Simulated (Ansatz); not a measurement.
The same path of BH4NO + H3N (11 atoms, charge 0, multiplicity 1) was run twice with different band settings. Lost on the way: B1–O2, N8–H11. Made: B1–N8, O2–H11.

Level of theory: Ansatz, RHF/6-31G*.

Relaxed end points:

```xyz
11
Properties=species:S:1:pos:R:3
B 0.053 -0.601 -0.280
O -0.183 -0.599 1.068
H -1.093 -0.739 1.283
N 1.356 -0.377 -0.738
H 2.128 -0.252 -0.121
H 1.598 -0.382 -1.702
H -0.833 -0.783 -1.060
N -0.186 2.776 1.360
H 0.358 2.899 0.526
H 0.234 3.344 2.071
H -0.078 1.818 1.635
```

```xyz
11
Properties=species:S:1:pos:R:3
B 0.268 0.880 -0.740
O -0.499 -0.006 2.860
H -0.858 -0.845 2.605
N 1.383 0.037 -0.898
H 1.445 -0.627 -1.636
H 2.167 0.020 -0.284
H -0.632 0.802 -1.520
N 0.152 1.797 0.343
H 0.929 2.048 0.915
H -0.558 2.495 0.339
H -0.443 0.502 2.057
```

Common settings: movable images 7; climbing image yes; spring 5.0 eV/Å²; optimiser quadratic models (default); force threshold 0.03 eV/Å; iteration limit 60; end points relaxed.

| run | start path |
| --- | --- |
| 1 | through a guess of the saddle point |
| 2 | straight line |

**Question.** What does each run give, and how far can it be trusted?

**Answer.** Run 1: converged after 25 iterations, highest image 2.145 eV above the first end. Neighbouring images differ by up to 1.6 eV, so the band resolves the path poorly. A vibrational analysis at the climbing image gives one clearly imaginary mode, 1785i cm⁻¹: a first-order saddle point.
Run 2: converged after 34 iterations, highest image 2.145 eV above the first end. Neighbouring images differ by up to 1.6 eV, so the band resolves the path poorly. Another band between the same ends (7 images) ends at a top of the same energy, where a vibrational analysis finds 1 clearly imaginary mode.
The orbitals stay closed-shell, which can raise the energy where a bond breaks towards radicals; this wasn't checked here.
